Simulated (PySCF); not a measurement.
## C₆ coefficients of unlike pairs at PBE0

Calculated with PySCF 2.14 from the dipole response of each species, C₆(A,B) = (3/π) ∫ α_A(iu) α_B(iu) du, in atomic units, from isotropic polarisabilities. For ions this is the dispersion term alone; charge-induced terms of lower order in 1/R come first.

```csv
species,configuration,basis,relativity,α (bohr³),C₆ (like pair)
Fe⁺,[Ar] 3d6 4s1 (6D),"aug-cc-pVTZ with one added diffuse shell each of s, p, d, f, g type (9s8p6d4f3g)",none,27.68,139.2
Zn,[Ar] 3d10 4s2 (1S),aug-cc-pVTZ-PP with ECP10MDF (6s6p5d3f2g),core potential,40.96,299.0
Mg,[Ne] 3s2 (1S),def2-QZVPPD (9s5p5d2f),none,74.90,672.8
Mg⁺,[Ne] 3s1 (2S),aug-cc-pVDZ-DK (5s4p2d),spin-free X2C,35.59,157.1
```

(1) Estimate C₆ for Mg⁺ with Zn.

No spin-orbit coupling is included.

The other pairs:

| pair | C₆ |
| --- | --- |
| Zn, Fe⁺ | 203.6 |
| Mg, Fe⁺ | 295.7 |
| Mg⁺, Mg | 325.1 |
| Mg, Zn | 437.7 |
| Mg⁺, Fe⁺ | 142.9 |

Answers

(1) The integral gives 211.7. The combination rule 2 C_A C_B / (C_A α_B/α_A + C_B α_A/α_B) gives 213.2 and the geometric mean 216.7.
